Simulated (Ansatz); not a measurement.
One change: `C[O][AlH][SeH]` becomes `C[O][AlH][F]`.

Ansatz, PBE0-D4/def2-TZVP geometries, multiplicity 1. Each molecule was computed in one conformer, which needn't be the lowest.

Scalar relativity is left out up to krypton.

```csv
property,`C[O][AlH][SeH]`
HOMO–LUMO gap (PBE0/def2-TZVPP) / eV,6.63
LUMO energy (ωB97M-V/def2-TZVPP) / eV,0.93
size of the dipole moment (PBE/def2-TZVPP) / D,1.34
HOMO energy (PBE0/def2-TZVPP) / eV,-7.31
LUMO energy (PBE0/def2-TZVPP) / eV,-0.68
HOMO energy (ωB97M-V/def2-TZVPP) / eV,-9.45
```

**Question.** What does the change do to each property? (Estimate.)

**Answer.** Computed: 
```
                                      property  `C[O][AlH][F]`  shift
          HOMO–LUMO gap (PBE0/def2-TZVPP) / eV            8.04   1.41
         LUMO energy (ωB97M-V/def2-TZVPP) / eV            1.11   0.18
size of the dipole moment (PBE/def2-TZVPP) / D            1.14  -0.20
            HOMO energy (PBE0/def2-TZVPP) / eV           -8.46  -1.15
            LUMO energy (PBE0/def2-TZVPP) / eV           -0.42   0.26
         HOMO energy (ωB97M-V/def2-TZVPP) / eV          -10.89  -1.44
```

With PBE0 the HOMO falls by 1.15 eV and the LUMO rises by 0.26 eV, so the gap widens by about 1.41 eV. PBE moves the HOMO by -0.77 eV and ωB97M-V by -1.44 eV. Dipoles are sizes alone; their direction can turn.

Spin–orbit coupling is left out; it splits and shifts lone-pair levels of the heavy atoms by tenths of an eV.
